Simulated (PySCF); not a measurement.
An equivalent PySCF input for Sr²⁺ (strontium, charge +2), [Kr], closed-shell 1S, with scalar relativity by spin-free X2C-1e:

```python
from pyscf import gto, scf, dft, mp, cc
import basis_set_exchange as bse
mol = gto.M(atom="Sr 0 0 0", charge=2, spin=0, symmetry="D2h",
            basis=gto.basis.parse(bse.get_basis("x2c-SVPall", elements=["Sr"], fmt="nwchem", header=False)),
            nucmod="G")
mf = dft.UKS(mol, xc="PBE").sfx2c1e()
mf.irrep_nelec = {'Ag': (6, 6), 'B1g': (1, 1), 'B2g': (1, 1), 'B3g': (1, 1), 'B1u': (3, 3), 'B2u': (3, 3), 'B3u': (3, 3)}
mf.kernel()
```

It reaches the same state as the run whose output follows, with an energy that differs only through the grid. The run itself started from symmetry-adapted Hartree-Fock orbitals and held the occupation by maximum overlap, on a logarithmic radial grid, so the iterations belong to that start.

```
SCF conv_tol = 1e-09
number electrons alpha = 18  beta = 18
XC functionals = PBE
    J. P. Perdew, K. Burke, and M. Ernzerhof.,  Phys. Rev. Lett. 77, 3865 (1996)
    J. P. Perdew, K. Burke, and M. Ernzerhof.,  Phys. Rev. Lett. 78, 1396 (1997)
    J. P. Perdew, K. Burke, and M. Ernzerhof.,  Phys. Rev. Lett. 77, 3865 (1996)
    J. P. Perdew, K. Burke, and M. Ernzerhof.,  Phys. Rev. Lett. 78, 1396 (1997)
cycle= 1 E= -3177.92782715904  delta_E= -0.00226  |g|= 0.0644  |ddm|= 0.0561
cycle= 2 E= -3177.92815633839  delta_E= -0.000329  |g|= 0.0303  |ddm|= 0.0207
cycle= 3 E= -3177.92825127996  delta_E= -9.49e-05  |g|= 4.2e-05  |ddm|= 0.00688
cycle= 4 E= -3177.92825128042  delta_E= -4.56e-10  |g|= 2.62e-07  |ddm|= 4.04e-05
converged SCF energy = -3177.92825128042  <S^2> = 7.1054274e-15  2S+1 = 1
```
